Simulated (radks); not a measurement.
All-electron atom: S I in [Ne] 3s1.5 3p4 4s0.5 (fractional occupations, a model configuration). All-electron calculation, Dirac Kohn-Sham, LDA (Slater exchange, Perdew-Wang correlation), spin-unpolarised, spherical densities, finite nucleus; open shells are shared between the two j in proportion to 2j + 1; Fermi nuclear charge, rms radius 3.2611 fm. Program: a radial shooting solver on a logarithmic mesh with Libxc functionals.

Radial electron density D(r) = 4 pi r^2 rho(r):

| r (bohr) | D(r) (e/bohr) |
|---|---|
| 0.006354 | 1.136 |
| 0.00728 | 1.445 |
| 0.008407 | 1.856 |
| 0.009632 | 2.338 |
| 0.01112 | 2.968 |
| 0.01274 | 3.692 |
| 0.01472 | 4.615 |
| 0.01686 | 5.648 |
| 0.01947 | 6.918 |
| 0.02231 | 8.283 |
| 0.02577 | 9.881 |
| 0.02952 | 11.49 |
| 0.03409 | 13.24 |
| 0.03906 | 14.84 |
| 0.04511 | 16.35 |
| 0.05168 | 17.47 |
| 0.05968 | 18.18 |
| 0.06838 | 18.31 |
| 0.07897 | 17.82 |
| 0.09048 | 16.83 |
| 0.1045 | 15.40 |
| 0.1197 | 13.97 |
| 0.1383 | 12.73 |
| 0.1584 | 12.16 |
| 0.1829 | 12.40 |
| 0.2096 | 13.40 |
| 0.242 | 14.99 |
| 0.2773 | 16.50 |
| 0.3202 | 17.49 |
| 0.3669 | 17.39 |
| 0.4237 | 15.97 |
| 0.4855 | 13.55 |
| 0.5606 | 10.36 |
| 0.6423 | 7.389 |
| 0.7418 | 4.910 |
| 0.8499 | 3.498 |
| 0.9815 | 2.948 |
| 1.124 | 3.016 |
| 1.299 | 3.275 |
| 1.488 | 3.365 |
| 1.718 | 3.131 |
| 1.969 | 2.628 |
| 2.274 | 1.947 |
| 2.605 | 1.321 |
| 3.008 | 0.7930 |
| 3.446 | 0.4575 |
| 3.98 | 0.2546 |
| 4.56 | 0.1608 |
| 5.266 | 0.1158 |
| 6.033 | 0.09293 |
| 6.968 | 0.07228 |
| 7.983 | 0.05203 |
| 9.22 | 0.03185 |
| 10.56 | 0.01704 |
| 12.2 | 0.007227 |
| 13.98 | 0.002622 |
| 16.14 | 0.0007069 |
| 18.49 | 0.0001607 |

D(r) has 3 maxima, at r = 0.0657, 0.339, 1.45 bohr, and minima at 0.164, 1.02 bohr, inside which lie 2.18, 10.39 electrons.
